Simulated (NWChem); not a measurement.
HTeI; SMILES [TeH]I

```xyz
3

Te    -0.0229     1.3688     0.0000
H      1.6581     1.4803     0.0000
I     -0.0089    -1.3709     0.0000
```
Atoms are numbered in this order, from 1.

All runs: NWChem. Medium grid unless said otherwise, to which SCAN and Minnesota functionals are sensitive. Coordinates come from a PBE-D3(BJ)/def2-SVP optimisation. def2 effective core potentials on Te, I; no spin-orbit coupling. Total energies of different functionals are on different scales.

| level | energy (Ha) | highest occupied level (eV) | orbital gap (eV) | dipole (D) |
|---|---|---|---|---|
| B3LYP/def2-TZVP | -566.5391 | -6.26 | 3.03 | 1.16 |
| PBE/def2-TZVP | -566.3330 | -5.43 | 1.66 | 1.08 |
| r2SCAN/def2-TZVP | -566.5707 | [?] | [?] | 1.14 |
| revPBE/def2-TZVP | -566.4404 | -5.39 | 1.69 | 1.08 |
| RPBE/def2-TZVP | -566.4730 | -5.39 | 1.69 | 1.07 |
| BHandHLYP/def2-TZVP | -566.2440 | -7.37 | 5.19 | 1.26 |
| B97-D/def2-TZVP | -567.3516 | -5.42 | 1.64 | 1.11 |
| r2SCAN0/def2-TZVP | -566.5164 | -6.64 | 3.63 | 1.21 |
| B3PW91/def2-TZVP | -566.6229 | -6.32 | 3.10 | 1.16 |

What belongs in the gaps?


- r2SCAN/def2-TZVP, highest occupied level (eV): -5.68
- r2SCAN/def2-TZVP, orbital gap (eV): 1.98
